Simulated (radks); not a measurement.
The numbers below are computed, except where a source is named.
Problem. Orbital eigenvalues (eV) of the phosphorus ion P12+, [He] 2s1, of relativity; Dirac values are averaged over j with weights 2j + 1. Spin-unpolarised spherical Kohn-Sham, PBE, point nucleus unless stated (finite: rms radius 3.1889 fm), a radial shooting solver on a logarithmic mesh with Libxc functionals. A level marked "c x" has the speed of light scaled by that factor.

| shell | non-rel. |
|---|---|
| 1s | -2642.5 |
| 2s | -584.05 |
| 2p (empty) | -558.62 |
| 3s (empty) | -245.18 |

Give the values at the level "Dirac, c x 3".

Solution. 
shell       Dirac, c x 3  change of magnitude (%)
1s               -2643.3                    +0.03
2s               -584.27                    +0.04
2p (empty)       -558.70                    +0.01
3s (empty)       -245.25                    +0.03
